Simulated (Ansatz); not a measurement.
Species: C4F10 (charge 0, singlet). SMILES: FC(F)(F)C(F)(F)C(F)(F)C(F)(F)F
Geometry from a B3LYP-D3(BJ)/def2-TZVP (Ansatz, a program for electronic structure) optimisation:
```xyz
14

F     -2.8148    -0.7472     0.1304
C     -1.6341    -0.3959    -0.3783
F     -1.8090     0.6384    -1.2017
F     -1.1452    -1.4277    -1.0692
C     -0.6755    -0.0195     0.7902
F     -0.4351    -1.1387     1.4981
F     -1.3246     0.8613     1.5772
C      0.6925     0.6486     0.4251
F      0.4550     1.8755    -0.0749
F      1.3688     0.7753     1.5840
C      1.6207    -0.0990    -0.5776
F      2.8083     0.5057    -0.5970
F      1.1050    -0.0618    -1.8078
F      1.7892    -1.3703    -0.2121
```
Charge 0, spin multiplicity 1.

Quantity: vertical ionisation energy (to the doublet state of charge +1; each state is the SCF solution reached for its spin), in eV. Correlated levels leave the core frozen unless marked. UHF or UKS for open shells. No spin-orbit coupling. Non-relativistic. 

```csv
level,program,vertical ionisation energy (eV)
HF/aug-cc-pVTZ,Ansatz,14.15
SVWN5/def2-TZVPD,Ansatz,12.15
PBE/def2-TZVPD,Ansatz,11.86
B3LYP/def2-TZVPD,Ansatz,12.82
BHLYP/def2-TZVPD,Ansatz,13.74
CAM-B3LYP/def2-TZVPD,Ansatz,13.29
wB97M-V/def2-TZVPD,Ansatz,13.16
B2PLYP/def2-TZVPD,Ansatz,13.01
RI-MP2/aug-cc-pVTZ,Ansatz,13.41
```
